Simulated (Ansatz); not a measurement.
# Energy profile

The step: SiNH₅ ([NH2][SiH3]) → SiNH₃ ([NH][SiH2]) + H₂; bonds formed: H2–H4; bonds broken: Si1–H2, N3–H4 (atoms numbered as in the saddle structure below).

| atom | x (Å) | y (Å) | z (Å) |
| --- | --- | --- | --- |
| Si1 | -0.5463 | -0.1012 | -0.0668 |
| H2 | 0.4939 | -0.5530 | 1.2974 |
| N3 | 0.5900 | 0.9225 | -0.6246 |
| H4 | 0.9243 | 0.0012 | 0.6759 |
| H5 | -1.6886 | 0.3954 | 0.7410 |
| H6 | -0.8494 | -1.4902 | -0.5206 |
| H7 | 1.0762 | 0.8255 | -1.5024 |

Electronic energies by CCSD(T) at an estimated basis limit (MP2 extrapolated from triple and quadruple zeta, plus CCSD(T) − MP2 in triple zeta), on PBE0-D4/def2-TZVP structures; SiNH5, singlet; no counterpoise correction. Computed with Ansatz 0.2.0 (basis: def2-TZVPP and def2-QZVPP); correlated methods freeze the cores. Extrapolation: Hartree–Fock as exp(−7.88 √X), correlation as X^−2.97.

Problem. Give the profile in eV, counted from the start structure. (To be estimated.)

Solution. The calculation gives:
```json
{"point": "start structure", "eV": "0.000"}
{"point": "saddle", "eV": "3.631"}
{"point": "end structure", "eV": "2.431"}
{"point": "separated: SiNH3 (linked as [NH][SiH2]; Si1, N3, H5, H6, H7; singlet) + H2 (H2, H4; singlet)", "eV": "2.451"}
```

The T1 diagnostic stays at or below 0.019.

For scale, one of the runs: CCSD(T)/def2-TZVPP, 143 basis functions, launched by `ansatz run in.yaml --threads 2 --pin off --events-out ev --progress --plain --max-ram 4352MiB`. Time: 11 s of wall clock on 2 CPU threads of an Intel Xeon Platinum 8375C; the host was shared. Peak host memory: 0.8 GiB.
